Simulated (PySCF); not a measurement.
## Diatomics of Ce with the chalcogens

PBE0 with double-zeta basis sets in PySCF, for the lowest determinant that a PBE0 search found; no spin–orbit coupling. De refers to high-spin ground-configuration atoms. A positive dipole means M(−)Ce(+).

```csv
M,basis,state (unpaired electrons),Re (Å),ωe (cm⁻¹),De (eV),μ (D)
O,x2c-SVPall,triplet (f population 1.4),1.785,888,8.53,2.98
Se,x2c-SVPall,triplet (f population 1.2),2.459,319,5.47,5.74
```

The row for M = S is missing. Estimate Re, ωe and De as the mean of the rows for O and Se, and compare with the calculation.

The means are 2.122 Å, 604 cm⁻¹ and 7.00 eV. PBE0 in x2c-SVPall gives CeS as a triplet (f population 1.2) with Re = 2.319 Å, ωe = 478 cm⁻¹, De = 6.16 eV, so the estimate is off by -19.7 pm, +26 % and +0.84 eV.

Spin–orbit coupling is left out, which matters for elements this heavy, above all for dissociation energies. With d or f electrons several states lie close, and the lowest PBE0 determinant need not be the measured ground state.
